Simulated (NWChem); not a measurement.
System meant: Se cation, quartet

NWChem input:

```
start job
memory heap 200 mb stack 900 mb global 1100 mb
charge 1
geometry units angstroms noautoz
  Se     0.000000     0.000000     0.000000
end
basis spherical
  Se library def2-svp
end
dft
  odft
  mult 4
  xc b3lyp
  iterations 4
  mulliken
end
task dft energy
```

End of the output:

```
    Atom       Charge   Shell Charges
 -----------   ------   -------------------------------------------------------
    1 Se  34    33.00   2.00  2.00  1.98  1.30  0.72  5.99  5.78  1.80  1.44  7.83  2.04  0.13

     ------------------------------------------
      Spin Density - Lowdin Population Analysis
     ------------------------------------------

    Atom       Charge   Shell Charges
 -----------   ------   -------------------------------------------------------
    1 Se  34     3.00   0.00  0.00  0.00  0.01 -0.01  0.01  0.11  1.45  1.44 -0.02  0.01  0.01

   alpha - beta orbital overlaps
   -----------------------------

   alpha      1      2      3      4      5      6      7      8      9     10
    beta      1      2      4      3      5      6      9      8      7     11
 overlap   1.000  1.000  0.952  0.943  0.990  1.000  0.870  0.870  1.000  0.933

   alpha     11     12     13     14     15     16     17     18     19     20
    beta     10     12     13     14     15     18     17     16     19     20
 overlap   0.932  0.991  0.993  1.000  1.000  0.998  0.998  0.998  1.000  0.997

   alpha     21     22     23     24     25     26     27     28     29     30
    beta     21     22     23     24     27     25     26     31     32     30
 overlap   0.743  0.744  0.991  0.986  0.998  0.996  0.996  1.000  0.958  0.797

   alpha     31     32
    beta     28     29
 overlap   0.783  0.957

     --------------------------
     Expectation value of S2:
     --------------------------
      <S2> =      3.7503 (Exact =     3.7500)

 ------------------------------------------------------------------------
 dft energy failed                                                                                  0
 ------------------------------------------------------------------------
 ------------------------------------------------------------------------
  current input line :
    17: task dft energy
 ------------------------------------------------------------------------
 ------------------------------------------------------------------------
 This type of error is most commonly associated with calculations not reaching convergence criteria
 ------------------------------------------------------------------------
 For more information see the NWChem manual at https://nwchemgit.github.io

0:dft energy failed:Received an Error in Communication
```

Q: Can this run be used? If not, why, and what is the fix?

A: Convergence was not reached. Cause: the SCF was allowed too few iterations. This input runs:
```
start job
memory heap 200 mb stack 900 mb global 1100 mb
charge 1
geometry units angstroms noautoz
  Se     0.000000     0.000000     0.000000
end
basis spherical
  * library def2-svp
end
dft
  odft
  mult 4
  xc b3lyp
  iterations 150
  mulliken
end
task dft energy
```
It converges to -2400.87079 Ha (B3LYP/def2-SVP, spin-unrestricted).
